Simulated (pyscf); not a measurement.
Single points on ωB97X-D3(BJ)/def2-SVP structures (PySCF, gas phase). Correlated levels are frozen-core, on RHF or UHF. ΔMP2 is the change of the MP2 total energy from the triple- to the quadruple-zeta basis.

Question: For •H₂C–CH(F)–Cl (SMILES [CH2]C(F)Cl) → F–CH₂–CH•–Cl (SMILES FC[CH]Cl), a group migration (doublet surface; C–F broken, C–F formed), PBE/def2-TZVP gives ΔE‡ = 23.8 kcal/mol and ΔE = -1.5 kcal/mol (zero: the reactant's lowest minimum found). In which direction and how far do PBE0-D3(BJ)/def2-TZVP, M06-2X/def2-TZVP, CCSD(T)/def2-TZVPP + ΔMP2(QZVPP) move these?

Answer: PBE0-D3(BJ): ΔE‡ = 31.7 kcal/mol, ΔE = -1.2 kcal/mol; M06-2X: ΔE‡ = 35.4 kcal/mol, ΔE = -0.5 kcal/mol; CCSD(T): ΔE‡ = 35.0 kcal/mol, ΔE = -0.8 kcal/mol. PBE's barrier lies under all of them, by 7.8 to 11.5 kcal/mol. Its reaction energy lies under all of them, by 0.3 to 1.0 kcal/mol. Low barriers are usual for a GGA, whose delocalisation error favours stretched bonds. •H₂C–CH(F)–Cl lies 6.0 kcal/mol over its isomer H₃C–C•(F)–Cl (electronic energy, ωB97M-D3(BJ)). F–CH₂–CH•–Cl lies 5.0 kcal/mol over its isomer H₃C–C•(F)–Cl (electronic energy, ωB97M-D3(BJ)). This is the saddle that the search found; another between the same sides may lie lower. The CCSD(T) − MP2 part came from Ansatz, without density fitting, on the same reference.
